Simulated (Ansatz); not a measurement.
Calculation: frozen-core CCSD(T)/cc-pVTZ // PBE0-D4/def2-TZVP (Ansatz, a first-principles code).

Ansatz 0.2 input:
```yaml
crystal:
  periodic: [false, false, false]
  atoms:
    - { symbol: Ga, position_ang: [-0.024008, 0.526376, -0.000001] }
    - { symbol: H, position_ang: [1.393719, -0.200132, -0.000005] }
    - { symbol: H, position_ang: [-1.369711, -0.326244, 0.000005] }
basis:
  gaussian: { orbitals: cc-pVTZ }
correlation:
  method: ccsd_t
magnetization:
  spin_polarized: true
  initial_magnetization: 1
```

Output:

```
Functional definition: HF
436 factors; integrals over basis functions are off by at most 5.6e-4 eV
mean field evaluation 1: about -52364.9088 eV, gradient 6.4e0 eV
mean field evaluation 2: about -52364.9103 eV, gradient 6.4e0 eV
mean field evaluation 4: about -52365.5369 eV, gradient 1.3e0 eV
mean field evaluation 8: about -52365.5593 eV, gradient 2.8e-3 eV
mean field evaluation 16: about -52365.5570 eV, gradient 1.8e-1 eV
mean field evaluation 32: about -52363.6024 eV, gradient 1.4e0 eV
mean field -52365.55931270 eV, -1924.3988100908 hartree, gradient 4.9e-6 eV, S^2 0.755592; 1 other end points of the search recorded, 0 dependent functions left out
determinant -52365.55931270 eV, -1924.3988100908 hartree, with singles and doubles -52370.01010424 eV, -1924.5623736631 hartree
determinant -52363.64881862 eV, -1924.3286007284 hartree, with singles and doubles -52368.29165442 eV, -1924.4992217968 hartree
9 core orbitals not correlated
reference -52365.55931270 eV, -1924.3988100908 hartree; 8, 7 occupied and 54, 55 virtual orbitals, 436 factors
second order -3.95645863 eV of doubles, -0.00000000 eV of singles
cycle   1  -4.38183385 eV  change   -2.6e-1 eV  update   2.0e-2
cycle   2  -4.39590603 eV  change   -1.4e-2 eV  update   6.1e-3
cycle   3  -4.39793917 eV  change   -2.0e-3 eV  update   2.5e-3
cycle   4  -4.40022271 eV  change   -2.3e-3 eV  update   7.4e-4
cycle   5  -4.40017596 eV  change    4.7e-5 eV  update   2.9e-4
cycle   6  -4.40034854 eV  change   -1.7e-4 eV  update   1.0e-4
cycle   7  -4.40033827 eV  change    1.0e-5 eV  update   4.0e-5
cycle   8  -4.40035411 eV  change   -1.6e-5 eV  update   1.4e-5
perturbative correction -0.19895781 eV, -0.0073115648 hartree
Total energy: -52370.15862463 eV, -1924.5678316867 hartree
```

Cost: very roughly 7 core-seconds.
